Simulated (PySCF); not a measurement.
**SbC: one state, many levels of theory**

State: ²Σ⁺ (doublet), unpaired electrons σ ↑. Set-up: PySCF, scalar-relativistic core potentials, basis sets Sb def2-TZVPP with ECP28, C def2-TZVPP. De refers to Sb + C in their high-spin ground configurations, without counterpoise correction. The functionals are run spin-unrestricted. A positive dipole means Sb(−)C(+). Levels whose curve was spin-contaminated or gave no clean fit are not listed.

| Level | Re (Å) | ωe (cm⁻¹) | De (eV) | μ (D) | CPU s a point (SCF and correlation, without the integrals) |
| --- | --- | --- | --- | --- | --- |
| ROHF | 1.835 | 994 | -0.097 | -2.14 | 0.62 |
| ROHF-MP2 | 1.904 | 824 | 3.72 | n/a | 1.2 |
| ROHF-SCS-MP2 | 1.903 | 828 | 3.51 | n/a | n/a |
| ROHF-CCSD | 1.872 | 896 | 2.84 | n/a | n/a |
| ROHF-CCSD(T) | 1.892 | 846 | 3.37 | n/a | 46 |
| PBE | 1.886 | 852 | 3.99 | -2.26 | 1.1 |

The bond length runs from 1.835 Å (ROHF) to 1.904 Å (ROHF-MP2). De spans -0.10 eV (ROHF, mean field) to 3.99 eV (PBE, GGA). Correlation at CCSD(T) changes the Hartree–Fock bond energy by +3.47 eV; the triples alone change it by +0.53 eV.

Correlated steps freeze 5 core orbitals. Spin–orbit coupling is left out, which matters for elements this heavy, above all for dissociation energies. UHF is strongly spin-contaminated for SbC, so the ROHF reference used there is far from stable. A negative De means that the minimum lies above the separated atoms at that level. The state is the lowest determinant that a PBE0 search found; another state may lie lower at other levels.

The whole job (state search and all levels along the bond) took about 13 min on 1 thread of Intel Xeon Platinum 8259CL @ 2.50GHz (shared host), peak memory 2.1 GiB.
